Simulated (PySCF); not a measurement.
C6H6F4.
Numbering: `[F:1][C@H:2]1[CH:3]=[C:4]([CH2:5][C:6]([F:7])([F:8])[F:9])[CH2:10]1` (hydrogens: H11 on C2; H12 on C3; H13, H14 on C5; H15, H16 on C10)

The geometry is computed with GFN2-xTB (gas phase).

**Question.** What internal coordinates does the optimisation give?

**Answer.** 
| bond | length (bohr) |
| --- | --- |
| F1–C2 | 2.590 |
| C2–C3 | 2.848 |
| C3=C4 | 2.519 |
| C4–C5 | 2.815 |
| C5–C6 | 2.874 |
| C6–F7, C6–F8, C6–F9 | 2.534 |
| C4–C10 | 2.852 |
| C2–C10 | 2.931 |
| C2–H11 | 2.066 |
| C3–H12 | 2.027 |
| C5–H13 | 2.063 |
| C5–H14 | 2.065 |
| C10–H15 | 2.056 |
| C10–H16 | 2.056 |

Bonds in one row agree within 0.02 bohr and their mean is given. A selection of angles:
| angle | degrees |
| --- | --- |
| F1–C2–C3 | 116.0 |
| F1–C2–C10 | 114.6 |
| C3–C2–C10 | 86.6 |
| C2–C3–C4 | 93.3 |
| C3–C4–C5 | 134.6 |
| C3–C4–C10 | 95.0 |
| C5–C4–C10 | 130.4 |
| C4–C5–C6 | 110.4 |
| C5–C6–F7 | 111.8 |
| C5–C6–F9 | 112.6 |
| F7–C6–F8 | 106.6 |
| F7–C6–F9 | 106.5 |
| C2–C10–C4 | 85.0 |

Torsions: F1–C2–C3–C4 118° (anticlinal); C2–C3–C4–C5 176° (antiperiplanar); C3–C4–C5–C6 -103° (anticlinal); C4–C5–C6–F7 180° (antiperiplanar); C3–C4–C10–C2 2° (synperiplanar); F1–C2–C10–C4 -119° (anticlinal).

The C–C distances run from 1.333 Å (C3=C4, drawn double) to 1.551 Å (C2–C10, drawn single), a spread of 0.218 Å. The 4-membered ring C2–C3–C4–C10 has internal angles of 85.0° to 95.0° (sum 360°, against 360° for a flat polygon); it is almost planar, 0.01 Å rms from its mean plane, widest ring torsion 2°. Of the pairs four or more bonds apart, F9···C10 is among the closest relative to their van der Waals radii: 3.17 Å, 100 % of the sum of Bondi's values. The C–F distances run from 1.340 Å (C6–F8, drawn single) to 1.371 Å (F1–C2, drawn single), a spread of 0.031 Å.

Point group: C1 (no symmetry element, even within 0.4 Å). Not checked by GFN2-xTB frequencies. The numbers are those of one conformer.
